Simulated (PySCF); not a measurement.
C2H6FISi, SMILES C[Si](I)(C)F.

Geometry: B3LYP-D3(BJ)/def2-SVP. The def2 effective core potentials stand for the cores of I; spin–orbit coupling is left out.

Method: TDA-LC-ωPBE/def2-SVPD run with PySCF.

Vertical excitations. Gas-phase values at a fixed geometry. State labels are in the subgroup Cs.

| state | symmetry | energy (eV) | λ (nm) | f | main pairs |
|---|---|---|---|---|---|
| S1 | A" | 6.30 | 197 | 0.010 | HOMO→LUMO 64 %, HOMO→LUMO+4 23 % |
| S2 | A' | 6.38 | 194 | 0.006 | HOMO−1→LUMO 64 %, HOMO−1→LUMO+4 24 % |
| S3 | A" | 7.67 | 162 | 0.006 | HOMO→LUMO+5 68 %, HOMO→LUMO+4 11 % |
| S4 | A" | 7.76 | 160 | 0.157 | HOMO→LUMO+1 33 %, HOMO→LUMO 18 %, HOMO→LUMO+5 15 %, HOMO→LUMO+4 15 % |
| S5 | A' | 7.82 | 159 | 0.101 | HOMO−1→LUMO+1 30 %, HOMO−1→LUMO+4 24 %, HOMO−1→LUMO 12 %, HOMO−1→LUMO+5 10 % |
| S6 | A' | 7.88 | 157 | 0.064 | HOMO−1→LUMO+5 51 %, HOMO−2→LUMO 12 %, HOMO−1→LUMO+1 8 % |
| S7 | A' | 8.32 | 149 | 0.107 | HOMO→LUMO+6 26 %, HOMO−2→LUMO 21 %, HOMO→LUMO+10 12 %, HOMO→LUMO+12 11 % |
| S8 | A" | 8.46 | 147 | 0.000 | HOMO−1→LUMO+6 34 %, HOMO−1→LUMO+2 31 %, HOMO−1→LUMO+10 16 %, HOMO−1→LUMO+12 11 % |
| S9 | A' | 8.58 | 144 | 0.119 | HOMO→LUMO+2 80 % |
| S10 | A" | 8.61 | 144 | 0.001 | HOMO→LUMO+3 55 %, HOMO→LUMO+1 19 %, HOMO→LUMO+4 9 % |
| T1 | A" | 5.72 | 217 | 0 | HOMO→LUMO 56 %, HOMO→LUMO+4 30 % |
| T2 | A' | 5.78 | 214 | 0 | HOMO−1→LUMO 57 %, HOMO−1→LUMO+4 29 % |
| T3 | A' | 6.75 | 184 | 0 | HOMO−2→LUMO 46 %, HOMO−2→LUMO+4 30 % |
| T4 | A' | 7.35 | 169 | 0 | HOMO−1→LUMO+5 71 % |
Triplets are in the Tamm–Dancoff approximation.
